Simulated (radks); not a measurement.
Cs8+, configuration [Kr] 4d10 5s1 (the NIST ground configuration).

All-electron calculation, scalar-relativistic Kohn-Sham, LB94 model potential, spin-polarised, spherical densities, finite nucleus; open shells are filled with parallel spins first (spin-orbit coupling, left out, can overturn this in heavy ions); Fermi nuclear charge, rms radius 4.8041 fm. Program: a radial shooting solver on a logarithmic mesh with Libxc functionals.

Energy parts (Ry):
part                   energy
kinetic            16420.0582
electron-nucleus  -37280.4175
Hartree             5695.7949
(The LB94 potential has no energy functional, so no total or exchange-correlation energy is given.)

Orbitals (lengths in bohr, moments of r in powers of bohr; <r^-3> diverges for s and p1/2):
orbital  occ.  eigenvalue (Ry)      <r^2>  <r^-3>
1s up       1        -2651.651  0.0009221       -
1s down     1        -2651.639  0.0009221       -
2s up       1        -424.4412    0.01476       -
2s down     1        -424.4349    0.01477       -
2p up       3        -382.0817    0.01171    6643
2p down     3        -382.0768    0.01171    6643
3s up       1        -95.70601     0.1017       -
3s down     1        -95.70176     0.1017       -
3p up       3        -82.02249     0.1016    1290
3p down     3        -82.01877     0.1016    1290
3d up       5        -61.86801    0.08759   178.5
3d down     5        -61.86405    0.08759   178.5
4s up       1        -24.82854     0.5407       -
4s down     1        -24.82293     0.5423       -
4p up       3        -20.45444     0.6141   267.0
4p down     3        -20.45686     0.6168   265.9
4d up       5        -14.06022     0.7743   29.81
4d down     5        -14.07992     0.7808   29.56
5s up       1         -9.60043      2.479       -
5s down     0         -9.69876      2.470       -
5p up       0         -8.25513      2.962   61.74
5p down     0         -8.34650      2.941   62.56
6s up       0         -5.21615      7.805       -
6s down     0         -5.25351      7.736       -

The highest occupied level is 5s up at -130.62 eV. The configuration is held as typed, so some empty levels lie below it. Spin moment in Bohr magnetons: 1. The electron density at the nucleus is 3.065e+05 e/bohr^3 (large components only). The density falls to 0.001 e/bohr^3 at r = 2.56 bohr. The spin density at the nucleus is 169.6 e/bohr^3 (1s 1.0, 2s 0.2, 3s 0.4, 4s 1.6, 5s 166.5).
